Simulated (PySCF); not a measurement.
Molecule: SMILES CO[Te][SiH3]. Atoms near the plane z = 1.2 Å, at the PBE0/def2-SVP optimised geometry (x, y, z in Å): Te1 (-1.4, -1.1, 0.0), O2 (-1.5, 0.9, 0.0), C3 (-1.6, 1.5, 1.3), H4 (-0.7, 1.3, 1.9), H5 (-1.6, 2.6, 1.1), H6 (-2.5, 1.2, 1.8), Si7 (1.1, -1.1, 0.0), H8 (1.6, -0.4, 1.2), H10 (1.5, -2.6, 0.1).

Level of theory: PBE0/def2-TZVP, def2 effective core potentials past Kr (PySCF). The core electrons that the potentials of Te replace are not part of the density. Cells within 0.4 Å of a nucleus heavier than hydrogen are left out (blank, or x). The values are rescaled to run from 0 to 1.

```
|00000000000000000000000000000|
|00000000000000000000000000000|
|00000000000000000000000000000|
|00000000111100000000000000000|
|00000001233210000000000000000|
|00000002699510000000000000000|
|00000003999920000000000000000|
|00000004999931000000000000000|
|00000016999972000000000000000|
|000001499xx994100000000000000|
|000002799xx997210000000000000|
|00001279999996210000000000000|
|00001248999984211111000000000|
|00000123699742212366310000000|
|00000123578753234999920000000|
|00000124799974357999931000000|
|00000125999995579999931000000|
|00000125999996599999621000000|
|00000013899995599998421000000|
|00000002599974479996311000000|
|00000001246543346653210000000|
|00000000123322223322100000000|
|00000000112221111111000000000|
|00000000011111111110000000000|
|00000000001111100000000000000|
|00000000000110000000000000000|
|00000000000000000000000000000|
|00000000000000000000000000000|
|00000000000000000000000000000|
```
Scale: ten equal steps from 0.000 (start of '0') to 1.00 (end of '9'), in the order '0123456789'; x runs from -5.00 to 5.00, y from -5.00 (bottom) to 5.00 (top).

Problem. Which quantity is mapped?
A. electrostatic potential
B. log10 of the electron density
C. Laplacian of the electron density
D. an orbital amplitude

Solution. A, electrostatic potential. In full: electrostatic potential (hartree/e), clipped to [-0.08, 0.12].
